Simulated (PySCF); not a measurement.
## Computed properties of CH6FNOSi2, SMILES N[Si@@H]1OC[Si@@H]1F

CH6FNOSi2, SMILES N[Si@@H]1OC[Si@@H]1F. Geometry: PBE0-D3(BJ)/def2-SVP. The structure was generated by enumeration; whether it is a known compound was not checked. The values are those of a single conformer. All values are computed for the isolated molecule unless a solvent is named; none is compared with measurement here.

**Structure.** All 30 harmonic modes at PBE0-D3(BJ)/def2-SVP (PySCF) are real, so it is a minimum. With heavy atoms numbered as in [NH2:1][Si@@H:2]1[O:3][CH2:4][Si@@H:5]1[F:6], the shortest bond between them is O3–C4 at 1.433 Å and the longest Si2–Si5 at 2.334 Å.

**Vibrations.** The strongest infrared lines (harmonic, unscaled, degenerate partners summed) lie at 949 cm⁻¹ (218 km/mol, H 40 %, Si 37 %, N 16 %), 903 cm⁻¹ (156 km/mol, H 48 %, Si 23 %, F 16 %, N 11 %), 2224 cm⁻¹ (143 km/mol, H 97 %). The softest mode is at 55 cm⁻¹ and the zero-point energy is 49.7 kcal/mol.

**Electronic structure.** CAM-B3LYP/def2-TZVP (PySCF) places the frontier levels at -8.83 and 0.42 eV, a gap of 9.25 eV, and gives a dipole moment of 0.94 D and a mean polarisability of 69.9 bohr³. PBE/def2-TZVP (PySCF) at the same geometry gives -6.19 and -1.48 eV, so its gap is 4.54 eV narrower. An orbital gap is neither the optical nor the fundamental gap.

**Excitations.** TDA-ωB97X/def2-SVPD (PySCF) has S1 at 6.01 eV (206 nm, f = 0.028, weak); the most intense of the 10 singlets computed lies at 7.53 eV (f = 0.12). T1 (TDA) is at 5.11 eV, 0.90 eV under S1. TDA-PBE/def2-SVPD (PySCF) puts S1 at 4.97 eV. No vertical singlet excitation falls in the visible range (under 3.1 eV).

**NMR.** GIAO shifts at PBE0/pcSseg-1 (PySCF) (non-relativistic, atoms alike by connectivity averaged): ¹³C at 69.0 ppm against TMS; ¹H from 2.0 to 6.4 ppm against TMS; ²⁹Si from 10.2 to 54.7 ppm against TMS; ¹⁹F at -206.7 ppm against CFCl3.

**Solvation.** SMD-M06-2X/6-31G* (PySCF) gives -4.4 kcal/mol in water, -7.0 kcal/mol in methanol, -6.7 kcal/mol in ethanol (1 M in both phases, gas-phase geometry); of these solvents methanol holds the molecule best.
